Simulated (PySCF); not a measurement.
PySCF input file for Cr(O)2(OH)2 (CrH2O4), SMILES [O]=[Cr](=[O])([OH])[OH], multiplicity 1, PBE-D3(BJ)/def2-SVP. Coordinates come from a PBE-D3(BJ)/def2-SVP optimisation. A frequency run showed that this geometry is not a minimum. The multiplicity is an assumed one; other spin states were not compared. One conformer was computed; it need not be the lowest.

```python
import numpy as np
from pyscf import gto, scf, dft, df
from pyscf.hessian import thermo

mol = gto.M(
    atom='''
    Cr   -0.00000000   -0.00000000   -0.04434458
    O     0.00000001   -1.26129030   -0.97790057
    O     0.00000001    1.26129029   -0.97790060
    O    -1.41528768    0.00000001    0.97071692
    H    -2.31514266    0.00000000    0.58960416
    O     1.41528767    0.00000001    0.97071694
    H     2.31514265    0.00000000    0.58960421
    ''',
    basis='def2-SVP',
    charge=0,
    spin=0,
    max_memory=1600,
    verbose=3,
)
mf = dft.RKS(mol, xc='pbe').density_fit(auxbasis='def2-universal-jkfit')
mf.disp = 'd3bj'
mf.grids.level = 3
mf.conv_tol = 1e-11
mf.max_cycle = 100
mf.kernel()

# [left out here: the lines that compute and print the analytic Hessian (its translational invariance restored by hand, since the grid's response is missing), thermochemistry and intensities]
```

It prints:

```
converged SCF energy = -1345.79708839716

WARN: DFTD3 does not support analytical Hessian, using finite difference


WARN: Mole.unit (angstrom) is changed to Bohr

Mode                                 0                   1                   2
Irrep
Freq [cm^-1]                     -269.1626           -191.8602            241.1614
Reduced mass [au]                   1.0967              1.0417              5.3680
Force const [Dyne/A]               -0.0468             -0.0226              0.1839
Char temp [K]                    -387.2650           -276.0442            346.9776
Normal mode                   x     y     z       x     y     z       x     y     z
       0  Cr                -0.00 -0.00  0.00    0.00 -0.00 -0.00    0.00 -0.00  0.04
       1   O                -0.04 -0.00 -0.00    0.00 -0.01 -0.00   -0.00  0.00  0.04
       2   O                 0.04 -0.00  0.00   -0.00 -0.01  0.00   -0.00 -0.00  0.04
       3   O                -0.00  0.04 -0.00    0.00 -0.03  0.00   -0.11  0.00 -0.10
       4   H                -0.00 -0.67  0.00    0.00  0.69 -0.00   -0.04  0.00 -0.26
       5   O                 0.00 -0.04 -0.00   -0.00 -0.03  0.00    0.11  0.00 -0.10
       6   H                 0.00  0.67 -0.00   -0.00  0.69  0.00    0.04  0.00 -0.26
Mode                                 3                   4                   5
Irrep
Freq [cm^-1]                      299.7039            303.6925            318.9584
Reduced mass [au]                  15.8903             16.5140              5.5370
Force const [Dyne/A]                0.8409              0.8974              0.3319
Char temp [K]                     431.2073            436.9459            458.9101
Normal mode                   x     y     z       x     y     z       x     y     z
       0  Cr                -0.00  0.00  0.00    0.00 -0.07 -0.00   -0.06 -0.00  0.00
       1   O                -0.13  0.00  0.00   -0.00 -0.01 -0.10    0.12 -0.00  0.00
       2   O                 0.13  0.00 -0.00    0.00 -0.01  0.10    0.12  0.00  0.00
       3   O                -0.00 -0.12  0.00    0.00  0.11  0.00   -0.02  0.00  0.07
       4   H                -0.00  0.02  0.00    0.00  0.07  0.00   -0.09  0.00  0.24
       5   O                 0.00  0.12 -0.00   -0.00  0.11  0.00   -0.02 -0.00 -0.07
       6   H                -0.00 -0.02 -0.00   -0.00  0.07  0.00   -0.09  0.00 -0.24
Mode                                 6                   7                   8
Irrep
Freq [cm^-1]                      426.0200            594.4407            698.4226
Reduced mass [au]                  16.8816              1.6533              1.1550
Force const [Dyne/A]                1.8052              0.3442              0.3319
Char temp [K]                     612.9479            855.2679           1004.8746
Normal mode                   x     y     z       x     y     z       x     y     z
       0  Cr                 0.00 -0.00 -0.04    0.01 -0.00 -0.00   -0.00  0.00  0.01
       1   O                -0.00 -0.12  0.10    0.02 -0.00  0.00    0.00  0.00 -0.00
       2   O                -0.00  0.12  0.10    0.02  0.00  0.00    0.00 -0.00 -0.00
       3   O                 0.04  0.00 -0.03   -0.05  0.00  0.10    0.06 -0.00  0.03
       4   H                 0.02  0.00  0.02    0.19 -0.00 -0.50    0.30 -0.00 -0.58
       5   O                -0.04  0.00 -0.03   -0.05  0.00 -0.10   -0.06 -0.00  0.03
       6   H                -0.02  0.00  0.02    0.19  0.00  0.50   -0.30 -0.00 -0.58
Mode                                 9                  10                  11
Irrep
Freq [cm^-1]                      735.8253            825.5687           1063.0532
Reduced mass [au]                  10.9317              3.7367             18.4371
Force const [Dyne/A]                3.4873              1.5005             12.2759
Char temp [K]                    1058.6887           1187.8096           1529.4968
Normal mode                   x     y     z       x     y     z       x     y     z
       0  Cr                 0.00 -0.00  0.05    0.08 -0.00 -0.00   -0.00 -0.00  0.07
       1   O                -0.00  0.05  0.01   -0.02 -0.00 -0.00   -0.00 -0.12 -0.10
       2   O                -0.00 -0.05  0.01   -0.02  0.00 -0.00   -0.00  0.12 -0.10
       3   O                 0.11 -0.00 -0.11   -0.10 -0.00  0.04    0.01  0.00 -0.01
       4   H                 0.02  0.00  0.13   -0.20  0.00  0.28   -0.01  0.00  0.02
       5   O                -0.11 -0.00 -0.11   -0.10 -0.00 -0.04   -0.01  0.00 -0.01
       6   H                -0.02  0.00  0.13   -0.20 -0.00 -0.28    0.01  0.00  0.02
Mode                                12                  13                  14
Irrep
Freq [cm^-1]                     1072.7867           3718.1702           3722.8334
Reduced mass [au]                  19.8013              1.0667              1.0672
Force const [Dyne/A]               13.4267              8.6890              8.7148
Char temp [K]                    1543.5012           5349.6190           5356.3284
Normal mode                   x     y     z       x     y     z       x     y     z
       0  Cr                -0.00 -0.08 -0.00    0.00  0.00 -0.00    0.00  0.00  0.00
       1   O                 0.00  0.12  0.09   -0.00 -0.00 -0.00   -0.00  0.00  0.00
       2   O                -0.00  0.12 -0.09   -0.00  0.00 -0.00   -0.00 -0.00  0.00
       3   O                 0.00  0.00  0.00    0.04  0.00  0.02    0.04  0.00  0.02
       4   H                 0.00  0.02 -0.00   -0.63 -0.00 -0.26   -0.63 -0.00 -0.26
       5   O                 0.00  0.00  0.00    0.04 -0.00 -0.02   -0.04  0.00  0.02
       6   H                -0.00  0.02 -0.00   -0.63  0.00  0.26    0.63 -0.00 -0.26
temperature 298.1500 [K]
pressure 101325.00 [Pa]
Rotational constants [GHz] 4.49455 4.01723 3.70411
Symmetry number 2
Zero-point energy (ZPE) 0.03194 [Eh]   83862.033 [J/mol]
                           tot       elec      trans        rot        vib
Entropy [J/mol/K]       305.312      0.000    168.245    102.927     34.140
Cv [J/mol/K]             75.294      0.000     12.472     12.472     50.350
Cp [J/mol/K]             83.608      0.000     20.786     12.472     50.350
Internal energy [J/mol]                      3718.434   3718.434  90479.041
Internal energy [Eh]   -1345.75979  -1345.79709
Enthalpy [J/mol]                             6197.391   3718.434  90479.041
Enthalpy [Eh]          -1345.75885
Gibbs free energy [J/mol]                  -43964.909 -26969.133  80300.078
Gibbs free energy [Eh] -1345.79352
mode   freq/cm-1   IR/(km/mol)
   1     -269.16         0.000
   2     -191.86       304.749
   3      241.16         6.479
   4      299.70         0.000
   5      303.69         6.875
   6      318.96        23.564
   7      426.02         0.032
   8      594.44       196.608
   9      698.42        74.342
  10      735.83        93.840
  11      825.57        44.355
  12     1063.05        94.734
  13     1072.79       130.271
  14     3718.17       396.575
  15     3722.83         1.655
max |gradient| / (hartree/bohr): 0.00013515509020264318
APT charges: [ 1.6655 -0.4936 -0.4936 -0.693   0.3539 -0.693   0.3539]
```

Self-consistency was reached. The end point has an imaginary mode, so it is no minimum.

Cost: very roughly 50 core-seconds.
